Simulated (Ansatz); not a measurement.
Gas-phase reaction (SMILES): O[Si](Br)(Br)Br + H+ -> [OH2+][Si](Br)(Br)Br; protonation at O, whose ΔH is minus the proton affinity.

Each molecule is optimised on its own at B3LYP-D3(BJ)/def2-TZVP (Ansatz, an electronic-structure program), one conformer each, not searched for the lowest. Correlated levels leave the core frozen unless marked. Spin-orbit coupling is left out. The frozen core is the preceding noble-gas configuration, with the filled d and f shells of earlier blocks. Non-relativistic. CBS(X,Y): correlation extrapolated as X^-3; Hartree-Fock from the larger set. The bracket is a focal-point correction in the basis named. Thermal terms are rigid-rotor harmonic-oscillator values from B3LYP-D3(BJ) frequencies (Ansatz) at 298.15 K and 1 atm. 1 Eh = 627.5095 kcal/mol. The proton has no electrons: its energy is zero and its thermal terms are those of translation.

```csv
species,"E, RI-MP2/CBS(def2-TZVPP,def2-QZVPP)+[CCSD(T)-MP2]/def2-TZVPP (Ansatz) (Eh)","E, PBE0-D4/def2-TZVPD (Ansatz + dftd4) (Eh)",H - E (Eh)
O[Si](Br)(Br)Br,-8083.09700,-8086.95294,0.02646
H+,0.00000,0.00000,0.00236
[OH2+][Si](Br)(Br)Br,-8083.37950,-8087.23675,0.03852
```

Q: Work out ΔE and ΔH at 298.15 K at the first level, then ΔH at the second.

A: 
1. ΔE = [(-8083.37950)] - [(-8083.09700) + (0.00000)] = -0.28250 Eh = -177.3 kcal/mol at RI-MP2/CBS(def2-TZVPP,def2-QZVPP)+[CCSD(T)-MP2]/def2-TZVPP.
2. The terms H - E add up to 0.00970 Eh, so ΔH = (-0.28250 + (0.00970))×627.5095 = -171.2 kcal/mol.
3. At PBE0-D4/def2-TZVPD the same steps give ΔE = -178.1 and ΔH = -172.0 kcal/mol, a shift of -0.8 from the first level.
4. These values are not checked against measurement here, since the tables used lack a sound gas-phase enthalpy of formation for at least one species, or one in the same ion convention.
